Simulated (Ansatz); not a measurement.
Two isomers of C3H8Si: A = `[SiH3]C1CC1`, B = `CC1C[SiH2]1`.

Computed with Ansatz on PBE0-D4/def2-TZVP structures; ΔE is electronic, products minus reactants. CCSD(T)/CBS is the MP2 limit (def2-TZVPP, def2-QZVPP) plus CCSD(T) − MP2 in def2-TZVPP, frozen cores. Functionals use def2-TZVPP. B3LYP here is the variant with VWN-RPA as its local correlation; programs differ in this.

A:

Z-matrix (Å, degrees):
```
Si
C 1 1.853
H 1 1.489 2 111.5
H 1 1.489 2 111.6 3 121.0
H 1 1.490 2 108.2 3 -119.5
C 2 1.509 1 119.9 3 154.3
C 2 1.509 1 119.9 3 84.9
H 2 1.086 1 116.0 3 -60.4
H 6 1.083 2 117.5 1 142.5
H 6 1.084 2 118.2 1 -1.0
H 7 1.083 2 117.5 1 -142.5
H 7 1.084 2 118.2 1 1.0
```

B:

```xyz
12

C    -0.238   -1.257   -0.873
C    -0.541   -0.176    0.134
C    -0.104    1.263   -0.205
Si    0.747    0.531    1.265
H     0.795   -1.193   -1.227
H    -0.888   -1.173   -1.751
H    -0.375   -2.252   -0.444
H    -1.544   -0.233    0.551
H     0.462    1.376   -1.126
H    -0.842    2.048   -0.068
H     2.148    0.080    1.120
H     0.379    0.985    2.623
```

(1) Which is lower in electronic energy at CCSD(T)/CBS, and by how much? (Best estimate.)

(2) Give E(B) − E(A) in kcal/mol with LDA (SPW92), B3LYP-D4, B2PLYP, CCSD/def2-TZVPP, CCSD(T)/def2-TZVPP, PBE0-D4, CCSD(T)/def2-SVP. (Estimate.)

(3) Does the order hold for the free energy at 298.15 K (harmonic terms from PBE0-D4)? (Estimate.)

Largest T1 diagnostic: 0.010.

## Answers

(1) Ansatz gave: A, by 3.6 kcal/mol.

(2) Computed: LDA (SPW92) 1.4, B3LYP-D4 3.8, B2PLYP 4.1, CCSD/def2-TZVPP 4.9, CCSD(T)/def2-TZVPP 4.2, PBE0-D4 3.5, CCSD(T)/def2-SVP 5.7. None reverses the order clearly.

(3) Computed: Yes: G(B) − G(A) = +4.6 kcal/mol.

From BLYP to BHLYP (50 % exact exchange), in def2-TZVPP and without D4, E(B) − E(A) moves by +2.6 kcal/mol. At CCSD(T), def2-SVP lies +2.1 kcal/mol from the extrapolated value and def2-TZVPP +0.6 kcal/mol.
